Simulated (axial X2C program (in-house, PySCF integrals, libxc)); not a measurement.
## Low determinants of MoH at the PBE0 level, with spin–orbit coupling

Calculated with an in-house relativistic program for diatomic molecules. Two-component (2c) means X2C with spin–orbit coupling and atomic mean-field two-electron Coulomb and Gaunt terms. Basis: Mo dyall-cv3z [11s12p9d5f3g], H dyall-v3z [6s2p1d] (cores contracted in-house); Gaussian nuclei, density fitting, unrestricted open shells. Masses: Mo 97.905 u, H 1.008 u.

Search at 1.700 Å (vertical energies from the lowest determinant):

| ΔE (eV) | state | electrons beyond evenly filled partner blocks | electrons in ±ω = 1/2, 3/2, 5/2, 7/2 |
| --- | --- | --- | --- |
| 0.00 | Ω = 5/2 | ω = 5/2 | 28 12 3 0 |
| 1.52 | Ω = 3/2 | 2 × ω = -1/2, ω = 5/2 | 28 12 3 0 |
| 2.07 | Ω = 1/2 | ω = 1/2 | 29 12 2 0 |
| 2.21 | Ω = 1/2 | ω = -1/2, ω = -3/2, ω = 5/2 | 29 11 3 0 |
| 2.23 | Ω = 7/2 | ω = -1/2, ω = 3/2, ω = 5/2 | 29 11 3 0 |
| 2.47 | Ω = 1/2 | ω = -1/2, ω = -3/2, ω = 5/2 | 27 13 3 0 |
| 2.52 | Ω = 3/2 | ω = 1/2, ω = -3/2, ω = 5/2 | 29 11 3 0 |

Lowest determinant, Ω = 5/2 (⟨Sz⟩ = 2.50, ⟨Lz⟩ = 0.00 at PBE0): Re = 1.717 Å, ωe = 1757.4 cm⁻¹.

The determinant in row 2 of the search, Ω = 3/2 (⟨Sz⟩ = 1.50, ⟨Lz⟩ = 0.00 at PBE0), was followed along the bond at PBE0; measured from the minimum of the lowest determinant it gives:

Te = 1.521 eV (12271 cm⁻¹), Re = 1.692 Å, ωe = 1851.0 cm⁻¹.

(1) Compare the bond of the determinant in row 2 with that of the lowest one.

The search compares states at one distance, so a state with another bond length can lie lower; it is not exhaustive and yields mostly the lowest determinant of each block pattern, so other components and higher states of one pattern are missing. These are energies of single determinants, not of spin-adapted states; PBE0 term energies can be off by some tenths of an eV, and the functional has no current term.

## Answers

(1) At PBE0 its Re is 0.025 Å shorter and its force constant, which goes as ωe², is 1.11 times that of the lowest determinant. T0 ≈ Te + Δωe/2 = 12271 + (47) = 12318 cm⁻¹.
